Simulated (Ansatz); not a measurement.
Computed with Ansatz on PBE0-D4/def2-TZVP structures; ΔE is electronic, products minus reactants. CCSD(T)/CBS is the MP2 limit (def2-TZVPP, def2-QZVPP) plus CCSD(T) − MP2 in def2-TZVPP, frozen cores. DFT in def2-TZVPP. B3LYP here is the variant with VWN-RPA as its local correlation; programs differ in this. def2 core potentials past Kr. For Sn outer-core shells are correlated without core-valence functions, which leaves a few kJ/mol of doubt a bond. One conformer a species, not always the lowest.

Consider the redistribution: `C[Si](C)([SiH3])Cl` + `C[NH][SnH2][OH]` → `C[NH][SnH2][SiH3]` + `C[Si](C)(O)Cl`.

```
             level  ΔE (kJ/mol)
          B3LYP-D4       -109.3
            B2PLYP       -110.7
            r2SCAN       -111.6
    MP2/def2-TZVPP       -113.2
CCSD(T)/def2-TZVPP       -110.6
SCS-MP2/def2-QZVPP       -108.7
      HF/CBS(def2)       -118.6
     MP2/CBS(def2)       -111.2
```

Problem. What does CCSD(T)/CBS give? (An estimate is asked.)

Solution. Ansatz gave: -108.6 kJ/mol. The listed levels differ from it by -0.7, -2.1, -3.0, -4.6, -2.0, -0.1, -10.0, -2.6 kJ/mol.

Largest T1 diagnostic among the species: 0.013.

In def2-TZVPP, CCSD(T) changes the Hartree–Fock value by +9.0 kJ/mol (the triples alone add +2.7 kJ/mol) and MP2 by +6.4 kJ/mol. From PBE to PBE0 (25 % exact exchange), in def2-TZVPP and without D4, ΔE moves by −8.0 kJ/mol.
